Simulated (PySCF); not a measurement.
**Two-component Hartree-Fock for Sb²³⁺ (antimony, charge +23)**

Start: [Ar] 3d10. Calculated with PySCF 2.14 in an uncontracted even-tempered set (19 s from 0.98 bohr⁻², ratio 2.6; 15 p from 1.3 bohr⁻², ratio 2.6; 10 d from 1.3 bohr⁻², ratio 2.6; 6 f from 1.3 bohr⁻², ratio 2.8): generalised Hartree-Fock with the X2C-1e Hamiltonian and a Gaussian nucleus; spin-orbit coupling (SO) screened by Boettger's factors.

| spinor shell | electrons | ε, screened SO (eV) | weight of nominal j (screened SO) | rms radius, screened SO (bohr) |
| --- | --- | --- | --- | --- |
| 1s1/2 | 2 | -31361.7 | 1.000 | 0.0325 |
| 2s1/2 | 2 | -5457.4 | 1.000 | 0.132 |
| 2p1/2 | 2 | -5143.2 | 1.000 | 0.114 |
| 2p3/2 | 4 | -4887.9 | 1.000 | 0.120 |
| 3s1/2 | 2 | -1632.0 | 1.000 | 0.347 |
| 3p1/2 | 2 | -1502.8 | 1.000 | 0.339 |
| 3p3/2 | 4 | -1452.5 | 1.000 | 0.349 |
| 3d3/2 | 4 | -1229.4 | 1.000 | 0.319 |
| 3d5/2 | 6 | -1219.0 | 1.000 | 0.322 |

| quantity | screened SO |
| --- | --- |
| E (hartree) | -6239.32242 |
| M_J | 0 |
| ⟨J²⟩ | 0.000 |
| ⟨L²⟩ | 0.012 |
| ⟨S²⟩ | 0.012 |

Breit and QED terms are absent; they matter most for the inner s and p1/2 levels.

Densities and radii are taken from the X2C orbitals without a picture-change correction, which distorts them close to the nucleus.
